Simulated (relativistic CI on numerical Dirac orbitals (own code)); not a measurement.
## Slater and spin-orbit integrals, Pm⁵⁵⁺

These numbers are calculated, not measured: Dirac-Coulomb-Breit CI, KLI orbitals optimised for each configuration, a model potential for QED, unscaled Slater integrals (own radial code, finite nucleus).

Slater integrals F^k, G^k are unscaled and averaged over j, outside the closed core 1s2; ζ comes from projecting the Hamiltonian with its Breit term on Σ l·s of the shell.

- 2s²2p²: F^2(2p,2p) = 1.1484e+06, ζ(2p) = 3.263e+06 cm⁻¹; <r>(2p) = 0.08241, <r^2>(2p) = 0.008246 (bohr units).
- 2s2p³: F^2(2p,2p) = 1.1473e+06, G^1(2s,2p) = 1.2207e+06, ζ(2p) = 3.2521e+06 cm⁻¹; <r>(2s) = 0.09452, <r^2>(2s) = 0.01055, <r>(2p) = 0.0825, <r^2>(2p) = 0.008262 (bohr units).
- 2p⁴: F^2(2p,2p) = 1.1454e+06, ζ(2p) = 3.2415e+06 cm⁻¹; <r>(2p) = 0.08262, <r^2>(2p) = 0.008288 (bohr units).

Averages of the first 10 configurations, taken without configuration mixing, which lowers the lowest level and can move excited configurations by several eV; other configurations of the list can lie among them:

| Configuration | Parity | States | Average energy above the lowest level (eV) |
| --- | --- | --- | --- |
| 2s²2p² | even | 15 | 800.5 |
| 2s2p³ | odd | 40 | 1434.9 |
| 2p⁴ | even | 15 | 2119.2 |
| 2p³3s | odd | 40 | 8322.2 |
| 2p³3p | even | 120 | 8507.3 |
| 2p³3d | odd | 200 | 8660.1 |
| 2s²2p3s | odd | 12 | 7066.8 |
| 2s²2p3p | even | 36 | 7260.5 |
| 2s²2p3d | odd | 60 | 7413.4 |
| 2s2p²3s | even | 60 | 7669.3 |
